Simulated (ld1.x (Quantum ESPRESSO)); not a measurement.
Ranking RRKJ potentials for P

All share these settings but for the change named:

* Element: P (Z = 15)
* Generator: ld1.x (Quantum ESPRESSO) 7.5
* Type: norm-conserving RRKJ (Kleinman–Bylander form)
* Functional: Wu–Cohen
* Relativity: non-relativistic
* Frozen core: [Ne]
* Valence charge: 5
* Reference configuration: 3s2 3p3
* Partial waves: 3s (bound): rc 1.75 bohr; 3p (bound): rc 1.40 bohr
* Local potential: all-electron potential smoothed inside 1.05 bohr (lloc = -2)
* Core correction: a·sin(br)/r model core, default radius (core density twice the valence density)
* rho0: 0.001

Cutoff: the first of the cutoffs (Ry, on a coarse ladder) from which the occupation-weighted sum of valence levels, in a spherical-Bessel basis at the reference potential, stays within 10 and 1 mRy of its value at 400 Ry; the density cutoff is not measured.

The base gives 21 Ry.

Of 8 variants that were run, those that failed, showed a ghost or another fault, or gave nearly equal values are left out.

A variant can come out equal or close to the base.

(1) Rank these variants from softest to hardest (loose cutoff).
A. all radii but the core radius scaled by about 0.86 (s 1.50, p 1.20 bohr); local potential all-electron potential smoothed inside 0.90 bohr (lloc = -2)
B. all radii but the core radius scaled by about 0.93 (s 1.62, p 1.30 bohr); local potential all-electron potential smoothed inside 0.98 bohr (lloc = -2)
C. all radii but the core radius scaled by about 0.76 (s 1.34, p 1.06 bohr); local potential all-electron potential smoothed inside 0.80 bohr (lloc = -2)
D. all radii but the core radius scaled by about 1.06 (s 1.86, p 1.48 bohr); local potential all-electron potential smoothed inside 1.12 bohr (lloc = -2)
E. all radii but the core radius scaled by about 1.16 (s 2.04, p 1.62 bohr); local potential all-electron potential smoothed inside 1.22 bohr (lloc = -2)

Answers

(1) D (21 Ry), E (25 Ry), B (55 Ry), A (70 Ry), C (100 Ry).
